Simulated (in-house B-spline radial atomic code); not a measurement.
## RPA and G0W0 on PBEsol: the aluminium ion Al⁶⁺

Configuration [He] 2s2 2p3, highest spin, mean-field start PBEsol. Computed with an all-electron radial atomic-structure program (B-spline basis): all electrons, non-relativistic, point nucleus, each spin shell either full or empty, empty states to l = 9 with an (l + 1/2)⁻⁴ tail; G0W0 by contour deformation at full frequency.

Command:
```bash
python run_gw.py task.json out
```
Settings (radii: box in bohr, nucleus in fm):
```
Z                        13
electrons                7
configuration            [He] 2s2 2p3
hamiltonian              nr
method                   pbesol
lmax                     9
spin_polarised           True
box_radius               9.29
intervals                46
```

Run time, properties included: 1.2 s on 1 thread of Arm Neoverse N1 (shared host).

Energies (hartree):

| term | value |
| --- | --- |
| mean-field total | -222.75048 |
| Hartree-Fock functional on these orbitals | -223.11955 |
| direct second order | -0.43329 |
| second-order exchange | 0.21159 |
| SOSEX correction | 0.18906 |

(1) What is the RPA correlation energy, and what remains with SOSEX?

Quasi-particle levels (eV):

```
  level  occupied  mean field  Σx - vxc     Σc  QP weight     G0W0
  2p up       yes     -221.29    -22.31      ?          ?        ?
2s down       yes     -242.22    -14.31  -2.99      0.969  -259.52
2p down        no     -207.60     21.35  -4.32      0.976  -190.57
```

G0W0 = mean field + (Σx - vxc) + Σc, with Σc (partial-wave tail included) taken at the quasi-particle energy. Levels of low weight are left out.

(2) Where does G0W0 put 2p up?

## Answers

(1) RPA gives -0.38673 hartree (-1.5 eV per electron); RPA + SOSEX gives -0.19766, and the second-order doubles -0.22171 hartree (no singles). SOSEX takes back 49 % of the RPA value.

(2) At -241.64 eV, with Σc = 1.95 eV and a quasi-particle weight of 0.964. The tabulated removal energy is 241.76 ± 0.09 eV (NIST, semi-empirical); the calculation leaves out relativity, Breit and QED terms, and what these don't explain is the method's own error.
